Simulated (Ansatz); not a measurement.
| atom | x (Å) | y (Å) | z (Å) |
| --- | --- | --- | --- |
| C | 0.0046 | -0.0425 | -0.7984 |
| C | 0.0267 | 0.6347 | 0.5115 |
| C | -0.0214 | -0.6726 | 0.5459 |
| H | 0.9103 | -0.0213 | -1.4568 |
| H | -0.9419 | 0.0135 | -1.5459 |
| H | 0.0217 | 1.5631 | 1.0179 |
| H | -0.0048 | -1.5365 | 1.0000 |

Basis set: 6-31G (spherical functions). Frozen core: 3 orbitals. Charge 0, multiplicity 1.

Computed with Ansatz (development build ahead of 0.2.0); each method stands on the lowest determinant of its kind that the runs found. Restricted open shells among the atoms or ions are ROHF, correlated in semicanonical orbitals with singles.

The atomization energy at this shape (free ground-state atoms in the same class of orbitals less the molecule, no zero-point energy) of singlet C3H4:

```csv
method,atomization energy
RHF-MP2,25.03 eV
```

Problem. What does RHF give?

Solution. 19.68 eV. Caution: the shape is not the minimum.

This basis has no polarisation functions and is too small for such energies, which can lie far from measured ones in either direction.
